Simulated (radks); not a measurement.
The numbers below are computed, except where a source is named.
Tl21+, configuration [Kr] 4d10 4f13 5s1. Level of theory: scalar-relativistic Kohn-Sham, r2SCAN, spin-polarised, spherical densities, finite nucleus; open shells are filled with parallel spins first (spin-orbit coupling, left out, can overturn this in heavy ions); meta-GGA in the generalised Kohn-Sham scheme; Fermi nuclear charge, rms radius 5.4759 fm (a radial shooting solver on a logarithmic mesh with Libxc functionals).

Unscreened Slater integrals over Kohn-Sham orbitals (eV). They are taken over the spin-up orbitals.

| integral | value |
|---|---|
| F0(5s,5s) | 31.320 |
| F0(5s,4f) | 37.357 |
| G3(5s,4f) | 4.7738 |
| F0(5s,4d) | 37.507 |
| G2(5s,4d) | 4.3759 |
| F0(5s,4p) | 37.795 |
| G1(5s,4p) | 3.5176 |
| F0(4f,4f) | 56.520 |
| F2(4f,4f) | 28.933 |
| F4(4f,4f) | 18.627 |
| F6(4f,4f) | 13.546 |
| F0(4f,4d) | 56.361 |
| F2(4f,4d) | 28.155 |
| F4(4f,4d) | 18.276 |
| G1(4f,4d) | 31.568 |
| G3(4f,4d) | 20.761 |
| G5(4f,4d) | 14.953 |
| F0(4f,4p) | 57.504 |
| F2(4f,4p) | 29.140 |
| G2(4f,4p) | 24.862 |
| G4(4f,4p) | 17.640 |
| F0(4d,4d) | 56.866 |
| F2(4d,4d) | 29.074 |
| F4(4d,4d) | 19.607 |
| F0(4d,4p) | 57.951 |
| F2(4d,4p) | 29.852 |
| G1(4d,4p) | 37.686 |
| G3(4d,4p) | 23.822 |
| F0(4p,4p) | 59.197 |
| F2(4p,4p) | 31.003 |

Derived for the open shells (J is the average intra-shell exchange parameter used in DFT+U). 4f: F4/F2 = 0.644, F6/F2 = 0.468, J = (286 F2 + 195 F4 + 250 F6)/6435 = 2.377 eV.
